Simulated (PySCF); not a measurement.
# How methods differ on the ionisation energy of Se¹⁸⁺

Se¹⁸⁺ [Ne] 3s2 3p4 (3P) → Se¹⁹⁺ [Ne] 3s2 3p3 (4S), as a difference of total energies. Computed with PySCF 2.14 in an even-tempered Gaussian basis (17 s from 1.4 bohr⁻², ratio 2.5; 11 p from 1.8 bohr⁻², ratio 2.5; 5 d from 10 bohr⁻², ratio 2.7; 4 f from 16 bohr⁻², ratio 2.7), with the non-relativistic Hamiltonian (point nucleus). Correlated levels: outer shells: 1s2 frozen; virtual orbitals above 40 to 60 times the deepest correlated orbital energy dropped. The calculations carry no spin-orbit coupling.

```json
{"method": "UHF", "ionisation energy (eV)": "733.66"}
{"method": "MP2 (outer shells)", "ionisation energy (eV)": "734.64"}
{"method": "SCS-MP2 (outer shells)", "ionisation energy (eV)": "734.66"}
{"method": "CCSD (outer shells)", "ionisation energy (eV)": "734.61"}
{"method": "CCSD(T) (outer shells)", "ionisation energy (eV)": "734.62"}
```

How much does correlation contribute at CCSD(T) (outer shells)?

734.62 − (733.66) = 0.96 eV, measured against UHF.

Spin-orbit coupling is strong in these open shells (close to jj coupling). The scalar numbers leave it out and a first-order estimate fails, so it can dominate the gap to the real levels.

The gap to the reference is mostly relativistic.

For comparison: 739.8 ± 1.1 eV (semi-empirical (NIST evaluation); NIST Atomic Spectra Database, ionization energies).
